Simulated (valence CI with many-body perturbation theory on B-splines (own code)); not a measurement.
# Forbidden lines of Ir70+

Method: relativistic CI+MBPT: five valence electrons over a frozen Dirac-Fock core [He], a basis of 11 s, 11 p, 10 d, 8 f, 5 g, 2 h functions for each j, with the one-electron correlation potential Σ1, the two-electron term Σ2, the three-electron term Σ3, Breit, model QED; selected CI, second order for the rest, scaled by the run's own slope (own B-spline code, finite nucleus).

The last digits are not significant, and no measured levels were compared; by estimate large intervals hold to a few tenths of a per cent, small ones and those within an open d or f shell to about a per cent. Among the levels kept, up to 7600 cm⁻¹ of a level comes from second order outside the variational space, and about a tenth of that is noise between levels of different J, which matters for small intervals.

Lines 1 to 50 of 114 in falling wavelength, among levels below 14415 eV, chosen from the decays that carry over 1 % of a level's rate. Wavelengths and rates use the calculated energies. Electric multipoles are in the length gauge with retardation, E1 and E2 with the static RPA response of the core. M1 uses the relativistic operator with retardation. Weak lines are less certain than strong ones. Lines between different terms over intervals too small for the method are left out, as are lines whose strength nearly cancels.

Levels are named by their leading jj configuration (3d3/2^4 stands for four electrons in 3d with j = 3/2), which in mixed levels can hold well under half, so a name can repeat and another be missing. Letters in brackets count levels of one name in rising energy.

```
λ vac (nm)                               Upper                               Lower  Type   A (s⁻¹)  Branch %
    0.7414          (2s^2 2p1/2 2p3/2^2) J=3/2          (2s^2 2p1/2^2 2p3/2) J=3/2    M1  4.31e+10      99.8
    0.7397                (2s^2 2p3/2^3) J=3/2          (2s^2 2p1/2 2p3/2^2) J=1/2    M1  1.07e+10       7.2
    0.7343      (2s^2 2p1/2 2p3/2 3p1/2) J=1/2          (2s^2 2p1/2^2 3p1/2) J=1/2    M1  2.94e+10       1.2
    0.7334          (2s^2 2p3/2^2 3d5/2) J=9/2  (2s^2 2p1/2 2p3/2 3d5/2) J=7/2 [b]    M1  1.05e+10       2.2
    0.7313          (2s^2 2p1/2 2p3/2^2) J=5/2          (2s^2 2p1/2^2 2p3/2) J=3/2    M1  7.13e+09      95.8
    0.7313          (2s^2 2p1/2 2p3/2^2) J=5/2          (2s^2 2p1/2^2 2p3/2) J=3/2    E2  3.14e+08       4.2
    0.7219          (2s^2 2p3/2^2 3d5/2) J=9/2      (2s^2 2p1/2 2p3/2 3d5/2) J=9/2    M1  1.83e+10       3.9
    0.7156                (2s^2 2p3/2^3) J=3/2          (2s^2 2p1/2 2p3/2^2) J=5/2    M1  1.17e+10       7.9
    0.7135          (2s^2 2p3/2^2 3d5/2) J=9/2  (2s^2 2p1/2 2p3/2 3d5/2) J=7/2 [a]    M1  1.58e+10       3.4
    0.7077          (2s^2 2p1/2 2p3/2^2) J=1/2          (2s^2 2p1/2^2 2p3/2) J=3/2    M1  2.35e+10      98.9
    0.7077          (2s^2 2p1/2 2p3/2^2) J=1/2          (2s^2 2p1/2^2 2p3/2) J=3/2    E2  2.65e+08       1.1
    0.7061                (2s^2 2p3/2^3) J=3/2          (2s^2 2p1/2 2p3/2^2) J=3/2    M1  4.67e+10      31.5
    0.1293      (2s^2 2p1/2 2p3/2 3p1/2) J=1/2          (2s^2 2p1/2 2p3/2^2) J=1/2    M1  2.70e+10       1.1
    0.1292  (2s^2 2p1/2 2p3/2 3p1/2) J=3/2 [a]          (2s^2 2p1/2 2p3/2^2) J=1/2    E2  3.48e+11      12.5
    0.1290      (2s^2 2p1/2 2p3/2 3p1/2) J=5/2          (2s^2 2p1/2 2p3/2^2) J=1/2    E2  6.79e+11      18.9
    0.1285      (2s^2 2p1/2 2p3/2 3p1/2) J=1/2          (2s^2 2p1/2 2p3/2^2) J=5/2    E2  7.26e+11      30.8
    0.1284  (2s^2 2p1/2 2p3/2 3p1/2) J=3/2 [a]          (2s^2 2p1/2 2p3/2^2) J=5/2    M1  4.93e+10       1.8
    0.1284  (2s^2 2p1/2 2p3/2 3p1/2) J=3/2 [a]          (2s^2 2p1/2 2p3/2^2) J=5/2    E2  2.86e+10       1.0
    0.1284          (2s^2 2p1/2^2 3p1/2) J=1/2          (2s^2 2p1/2^2 2p3/2) J=3/2    E2  3.52e+12      94.3
    0.1284          (2s^2 2p1/2^2 3p1/2) J=1/2          (2s^2 2p1/2^2 2p3/2) J=3/2    M1  8.22e+10       2.2
    0.1284  (2s^2 2p1/2 2p3/2 3p1/2) J=3/2 [b]          (2s^2 2p1/2 2p3/2^2) J=1/2    E2  3.26e+11       5.8
    0.1283      (2s^2 2p1/2 2p3/2 3p1/2) J=5/2          (2s^2 2p1/2 2p3/2^2) J=5/2    E2  1.99e+12      55.7
    0.1283      (2s^2 2p1/2 2p3/2 3p1/2) J=5/2          (2s^2 2p1/2 2p3/2^2) J=5/2    M1  3.94e+10       1.1
    0.1282      (2s^2 2p1/2 2p3/2 3p1/2) J=1/2          (2s^2 2p1/2 2p3/2^2) J=3/2    E2  1.09e+12      46.2
    0.1282      (2s^2 2p1/2 2p3/2 3p1/2) J=1/2          (2s^2 2p1/2 2p3/2^2) J=3/2    M1  7.04e+10       3.0
    0.1282          (2s^2 2p3/2^2 3p1/2) J=3/2                (2s^2 2p3/2^3) J=3/2    E2  7.13e+11      12.2
    0.1282          (2s^2 2p3/2^2 3p1/2) J=3/2                (2s^2 2p3/2^3) J=3/2    M1  8.25e+10       1.4
    0.1281          (2s^2 2p3/2^2 3p1/2) J=5/2                (2s^2 2p3/2^3) J=3/2    E2  2.44e+12      48.4
    0.1281  (2s^2 2p1/2 2p3/2 3p1/2) J=3/2 [a]          (2s^2 2p1/2 2p3/2^2) J=3/2    E2  2.13e+12      76.8
    0.1280      (2s^2 2p1/2 2p3/2 3p1/2) J=5/2          (2s^2 2p1/2 2p3/2^2) J=3/2    E2  4.97e+11      13.9
    0.1277  (2s^2 2p1/2 2p3/2 3p1/2) J=3/2 [b]          (2s^2 2p1/2 2p3/2^2) J=5/2    E2  1.96e+12      34.9
    0.1274  (2s^2 2p1/2 2p3/2 3p1/2) J=3/2 [b]          (2s^2 2p1/2 2p3/2^2) J=3/2    E2  1.53e+11       2.7
    0.1273          (2s^2 2p3/2^2 3p1/2) J=1/2                (2s^2 2p3/2^3) J=3/2    E2  1.86e+12      37.4
    0.1237          (2s^2 2p3/2^2 3d5/2) J=9/2            (2s 2p1/2 2p3/2^3) J=5/2    E2  1.86e+10       4.0
    0.1229  (2s 2p1/2 2p3/2^2 3p3/2) J=7/2 [a]        (2s 2p1/2 2p3/2^3) J=3/2 [a]    E2  5.19e+11       1.4
    0.1228      (2s 2p1/2 2p3/2^2 3p3/2) J=9/2            (2s 2p1/2 2p3/2^3) J=5/2    E2  6.26e+11       7.4
    0.1228  (2s^2 2p1/2 2p3/2 3p3/2) J=3/2 [a]          (2s^2 2p1/2 2p3/2^2) J=1/2    E2  6.78e+10       1.2
    0.1224  (2s^2 2p1/2 2p3/2 3p3/2) J=3/2 [b]          (2s^2 2p1/2 2p3/2^2) J=1/2    E2  6.44e+11      13.6
    0.1224      (2s 2p1/2^2 2p3/2 3p3/2) J=7/2          (2s 2p1/2^2 2p3/2^2) J=5/2    E2  1.18e+12       6.5
    0.1223  (2s^2 2p1/2 2p3/2 3p3/2) J=5/2 [b]          (2s^2 2p1/2 2p3/2^2) J=1/2    E2  7.03e+11      13.0
    0.1223  (2s 2p1/2^2 2p3/2 3p3/2) J=1/2 [b]          (2s 2p1/2^2 2p3/2^2) J=3/2    E2  2.12e+12       5.4
    0.1222  (2s^2 2p1/2 2p3/2 3p3/2) J=5/2 [a]          (2s^2 2p1/2 2p3/2^2) J=5/2    E2  2.77e+11       5.3
    0.1221          (2s^2 2p3/2^2 3p3/2) J=7/2                (2s^2 2p3/2^3) J=3/2    E2  6.82e+11       6.8
    0.1221          (2s^2 2p3/2^2 3p3/2) J=5/2                (2s^2 2p3/2^3) J=3/2    E2  7.38e+11       6.0
    0.1221  (2s^2 2p1/2 2p3/2 3p3/2) J=1/2 [a]          (2s^2 2p1/2 2p3/2^2) J=5/2    E2  2.82e+11       3.5
    0.1221          (2s^2 2p3/2^2 3p3/2) J=1/2                (2s^2 2p3/2^3) J=3/2    E2  6.40e+11       4.2
    0.1221  (2s^2 2p1/2 2p3/2 3p3/2) J=3/2 [a]          (2s^2 2p1/2 2p3/2^2) J=5/2    E2  8.63e+11      14.8
    0.1220      (2s^2 2p1/2 2p3/2 3p3/2) J=7/2          (2s^2 2p1/2 2p3/2^2) J=5/2    E2  1.25e+12      23.3
    0.1220          (2s^2 2p1/2^2 3p3/2) J=3/2          (2s^2 2p1/2^2 2p3/2) J=3/2    E2  1.76e+12      40.9
    0.1219  (2s^2 2p1/2 2p3/2 3p3/2) J=5/2 [a]          (2s^2 2p1/2 2p3/2^2) J=3/2    E2  1.09e+12      20.7
```
